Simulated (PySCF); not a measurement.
PySCF 2.14 output of an unrestricted PBEsol calculation on a single atom or ion in cc-pwCVTZ-X2C with one added diffuse shell of g type (12s11p9d7f5g1h, 195 functions), with the spin-free X2C one-electron Hamiltonian (Gaussian nucleus):

```
SCF conv_tol = 1e-09
number electrons alpha = 31  beta = 27
    J. P. Perdew, A. Ruzsinszky, G. I. Csonka, O. A. Vydrov, G. E. Scuseria, L. A. Constantin, X. Zhou, and K. Burke.,  Phys. Rev. Lett. 100, 136406 (2008)
    J. P. Perdew, A. Ruzsinszky, G. I. Csonka, O. A. Vydrov, G. E. Scuseria, L. A. Constantin, X. Zhou, and K. Burke.,  Phys. Rev. Lett. 100, 136406 (2008)
cycle= 1 E= -10014.3242971484  delta_E= -0.0385  |g|= 0.0975  |ddm|= 0.365
cycle= 2 E= -10014.3239333672  delta_E= 0.000364  |g|= 0.118  |ddm|= 0.0404
cycle= 3 E= -10014.3250532929  delta_E= -0.00112  |g|= 0.00355  |ddm|= 0.0239
cycle= 4 E= -10014.3250541588  delta_E= -8.66e-07  |g|= 0.00061  |ddm|= 0.00105
cycle= 5 E= -10014.3250542134  delta_E= -5.46e-08  |g|= 2.46e-05  |ddm|= 0.000226
cycle= 6 E= -10014.3250542135  delta_E= -1.24e-10  |g|= 3.34e-06  |ddm|= 2.4e-05
converged SCF energy = -10014.3250542135  <S^2> = 6.0014203  2S+1 = 5.0005681
```

The run itself started from symmetry-adapted Hartree-Fock orbitals and held the occupation by maximum overlap, on a logarithmic radial grid, so the iterations belong to that start.

Which element, charge and spin multiplicity is this?

Pm³⁺ (promethium, charge +3), multiplicity 5; the state was [Xe] 4f4, one real determinant.

⟨L²⟩ = 34.00 against 42 for a pure I term, so this real determinant mixes terms. Spin-orbit coupling, absent here, splits the open shell strongly.
